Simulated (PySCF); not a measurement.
YF2, SMILES [F][Y+][F], charge +1.

The structure is a stationary point at PBE-D3(BJ)/def2-TZVP. The multiplicity is an assumed one; other spin states were not compared. The isomer is the one that the SMILES or the coordinates give; other isomers of the formula were not compared. The def2 effective core potentials stand for the cores of Y; spin–orbit coupling is left out.

Vertical ionisation energy (IE) and electron affinity (EA) in eV. Rows of orbital energies are one-electron estimates. Where ΔSCF, EOM or ADC give a negative EA the extra electron is unbound and the value depends on the basis.

```csv
level,IE,EA
"−ε(HOMO), −ε(LUMO), M06-2X/def2-TZVPD (PySCF)",18.34,7.79
"−ε(HOMO), −ε(LUMO), PBE0/def2-TZVPD (PySCF)",16.33,8.11
```
